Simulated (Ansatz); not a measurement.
Consider the formal exchange of groups at a Mg–O bond: `[OH][Mg][N]([SiH3])[SiH3]` + `C#CSC` → `[MgH][N]([SiH3])[SiH3]` + `C#CSCO`.

Computed with Ansatz on PBE0-D4/def2-TZVP structures; ΔE is electronic, products minus reactants. CCSD(T)/CBS is the MP2 limit (def2-TZVPP, def2-QZVPP) plus CCSD(T) − MP2 in def2-TZVPP, frozen cores. For Mg outer-core shells are correlated without core-valence functions, which leaves a few kJ/mol of doubt a bond. One conformer a species, not always the lowest.

```tsv
species	CCSD(T)/CBS(def2) energy (Eh)
`[OH][Mg][N]([SiH3])[SiH3]`	-912.25844
`C#CSC`	-514.26192
`[MgH][N]([SiH3])[SiH3]`	-837.01671
`C#CSCO`	-589.42546
```

Task: Work out ΔE.

Result: ΔE = (-837.01671) + (-589.42546) − (-912.25844) − (-514.26192) = 0.07819 Eh = +205.3 kJ/mol.

Largest T1 diagnostic among the species: 0.013.

From BLYP to BHLYP (50 % exact exchange), in def2-TZVPP and without D4, ΔE moves by +7.4 kJ/mol. Leaving LDA and LC-ωPBE aside and taking each functional with its dispersion term where it has one, the values, not all of them listed here, spread over 28.6 kJ/mol, from B97M-V to B2PLYP. LDA lies −11.0 kJ/mol from PBE without D4.
